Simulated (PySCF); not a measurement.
How methods differ on the ionisation energy of Ir

Ir [Xe] 4f14 5d7 6s2 (4F) → Ir⁺ [Xe] 4f14 5d7 6s1 (5F), as a difference of total energies. Calculation: PySCF 2.14, in x2c-TZVPPall; the spin-free X2C one-electron Hamiltonian (Gaussian nucleus). Correlated levels: valence: [Xe] 4f14 frozen; valence and next inner shell: [Kr] 4d10 4f14 frozen. The calculations carry no spin-orbit coupling.

Q: Order these methods by the ionisation energy they give, lowest first.
A. SCS-MP2 (valence)
B. MP2 (valence)
C. UHF
D. M06-L

A: C (7.062 eV), B (8.610 eV), A (8.755 eV), D (8.782 eV).

A first-order spin-orbit estimate (lowest level to lowest level, LS coupling) adds -0.007 eV.

Errors of the correlated levels include the incompleteness of this basis and the frozen core.

For comparison: 8.967 eV (measured; NIST Atomic Spectra Database, ionization energies).
